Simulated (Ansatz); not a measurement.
The same path of C$_{2}$H$_{4}$AlFS (9 atoms, charge 0, multiplicity 1) was run 3 times with different band settings. Lost on the way: C4–H9. Made: S3–H9.

Method: UKS LDA/6-31G* in Ansatz.

Relaxed end points:

```xyz
9
Properties=species:S:1:pos:R:3
C -1.008 -0.857 -1.332
Al 0.128 -0.182 0.080
S 1.950 -0.453 1.175
C 0.808 1.054 1.410
F 1.411 2.220 1.039
H -0.659 -1.845 -1.679
H -2.052 -0.952 -0.986
H -1.001 -0.163 -2.193
H 0.513 1.131 2.471
```

```xyz
9
Properties=species:S:1:pos:R:3
C -1.054 -0.845 -1.332
Al -0.318 0.381 -0.015
S 1.440 -0.108 1.668
C 1.097 1.320 0.626
F 1.687 2.467 0.923
H -0.437 -1.760 -1.362
H -2.096 -1.126 -1.105
H -1.027 -0.373 -2.330
H 0.796 -0.001 2.910
```

Common settings: optimiser quadratic models (default); start path through a guess of the saddle point; force threshold 0.05 eV/Å; iteration limit 60; end points relaxed.

| run | movable images | climbing image | spring |
| --- | --- | --- | --- |
| 1 | 5 | yes | 5.0 eV/Å² |
| 2 | 4 | no | 5.0 eV/Å² |
| 3 | 5 | yes | 0.1 eV/Å² |

Problem. What does each run give, and how far can it be trusted?

Solution. Run 1: converged after 18 iterations, highest image 2.899 eV above the first end. Neighbouring images differ by up to 1.7 eV, so the band resolves the path poorly. A vibrational analysis at the climbing image gives one clearly imaginary mode, 389i cm⁻¹: a first-order saddle point.
Run 2: not converged after 60 iterations, highest image 2.971 eV above the first end. The band didn't meet its force threshold, so its energies are provisional: the largest band force was still 0.48 eV/Å, and over the last iterations the top moved between 2.86 and 3.03 eV.
Run 3: converged after 18 iterations, highest image 2.902 eV above the first end. Neighbouring images differ by up to 1.6 eV, so the band resolves the path poorly. The order of the stationary point at the top wasn't checked.
The orbitals were unrestricted but ended closed-shell.
